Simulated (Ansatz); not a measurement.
Two members of one family (Series GaCl2X), computed with Ansatz in the gas phase; def2 core potentials for I, no spin–orbit coupling. The two geometries come from different levels. Binding counts from free atoms in the multiplicity of their measured ground term, without zero-point energy. The structures are stationary points that may keep the symmetry of their start.

First: GaCl2H (singlet, charge 0, PBE-D4/def2-TZVP geometry).

```xyz
4

Ga    0.0208   -0.1261    0.1372
Cl    1.6388    1.1001   -0.5552
Cl   -1.8517    0.1979   -0.8567
H     0.1921   -1.1720    1.2748
```

```tsv
level	HOMO (eV)	LUMO (eV)	gap (eV)	binding per atom (eV)
PBE-D4/def2-SVP	-7.54	-2.37	5.17	2.67
revPBE-D4/def2-TZVP	-7.68	-2.42	5.26	2.58
B3LYP-D4/def2-TZVP	-8.85	-2.03	6.82	2.57
PBE0-D4/def2-SVP	-9.00	-1.63	7.37	2.65
ωB97X-V/def2-TZVP	-11.57	0.17	11.74	2.68
```

Second: GaCl2I (singlet, charge 0, PBE0-D4/def2-SVP geometry).

Cartesian coordinates in Å:
```
Ga -0.045 0.033 -0.031
Cl -0.193 0.001 -2.153
Cl -1.466 1.196 1.046
I 1.704 -1.230 1.138
```

Problem. What does the change do? Estimate second minus first.

Solution. 
```
              level  Δ HOMO (eV)  Δ LUMO (eV)  Δ gap (eV)  Δ binding per atom (eV)
    PBE-D4/def2-SVP         0.55        -0.61       -1.16                    -0.01
revPBE-D4/def2-TZVP         0.61        -0.57       -1.18                    -0.04
 B3LYP-D4/def2-TZVP         0.82        -0.50       -1.32                    -0.08
   PBE0-D4/def2-SVP         0.78        -0.52       -1.29                    -0.02
  ωB97X-V/def2-TZVP         1.01        -0.35       -1.36                    -0.06
```
